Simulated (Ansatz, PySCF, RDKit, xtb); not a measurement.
Complex: NH3 (SMILES N) (first 4 atoms) with HF (SMILES F); geometry from B3LYP-D3(BJ)/def2-TZVP, rigid monomers moved along the line of their centres of mass till N1···H6 is 1.51 Å.
(charge 0, multiplicity 1):
```xyz
6

N      0.0382     0.1766     0.3049
H     -0.2387    -0.7405    -0.0275
H     -0.6002     0.8572    -0.0915
H      0.9652     0.3718    -0.0566
F      0.0119     0.2696     2.7734
H      0.0222     0.2334     1.8119
```

Counterpoise-corrected where a basis set is named; no monomer relaxation. Rows marked so take none. RDKit's UFF carries no charges.

Rows in 6-31G* carry no dispersion term and start afresh at each structure (6-31G* with six Cartesian d functions).

Run with Ansatz (a first-principles code); PySCF for 6-31G* rows; RDKit for the force fields; xtb for the GFN methods. Values without a source in brackets are computed.

Task: One of these levels gives -41.2 kJ/mol for the interaction energy. Name it.
(A) UFF
(B) HF/aug-cc-pVTZ
(C) HF/6-31G* (no counterpoise)
(D) GFN1-xTB

Result: B, HF/aug-cc-pVTZ. The others give 2295.4 (UFF), -68.9 (GFN1-xTB), -44.6 (HF/6-31G* (no counterpoise))
